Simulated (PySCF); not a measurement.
# RuO₂, triplet: molecular constants

Level of theory: PySCF, UPBE, basis Ru def2-TZVP with ECP28, O def2-TZVP (scalar-relativistic core potentials, no spin–orbit coupling, density fitting).

The structure is a higher-order saddle point with 2 imaginary modes (one degenerate set).

```xyz
3
charge 0 multiplicity 3, angstrom
Ru    0.0000    0.0000    0.0000
O     0.0000    0.0000    1.7137
O     0.0000    0.0000   -1.7137
```

| Quantity | Value |
| --- | --- |
| Point group | D∞h |
| Bond lengths | Ru–O 1.714 Å (×2) |
| Bond angles | O–Ru–O 180.0° |
| Principal quadrupole moments (Buckingham, traceless) about the centre of mass | -9.89, 4.95, 4.95 D Å |
| Spin squared ⟨S²⟩ | 2.016 |
| Lowest empty level (β) | -6.40 eV |
| Rotational constants | 0.1794 cm⁻¹ |
| Atomisation energy without zero-point energy | 1095 kJ/mol |
| Dipole moment | 0.00 D |
| Zero-point energy (real modes) | 11.1 kJ/mol |
| Highest occupied level (α) | -6.47 eV |
| Principal polarisabilities | 30.9, 30.9, 61.0 bohr³ |

Harmonic modes (masses in u: Ru 101.904, O 15.995):
```csv
symmetry,ω (cm⁻¹),"IR (km/mol, summed over degenerate members)",μ (u),type
πu,224i,–,20.03,bend
σg+,918,0.0,15.99,stretch
σu+,937,256,20.03,stretch
```

In D∞h the vibrations span πu + σg+ + σu+. The σg+ mode carries no infrared intensity, as symmetry demands. With a centre of inversion only u modes can be infrared active and only g modes Raman active.

Charges (e):
| atom | Mulliken | Löwdin | polar tensor | spin (Mulliken) | Mayer order to Ru1 |
| --- | --- | --- | --- | --- | --- |
| Ru1 | 0.89 | 0.56 | 1.25 | 2.09 | – |
| O2,3 | -0.45 | -0.28 | -0.62 | -0.05 | 1.77 |
Other Mayer orders above 0.3: O–O 0.53.

Mulliken populations on Ru1 (electrons outside its core potential): s 2.66, p 6.24, d 6.18, f 0.03.

Other isomers or separated fragments may lie lower. With open d or f shells other occupations or spin states may lie lower.

The final relaxation and frequency run took of the order of 50 core-seconds on a shared host.
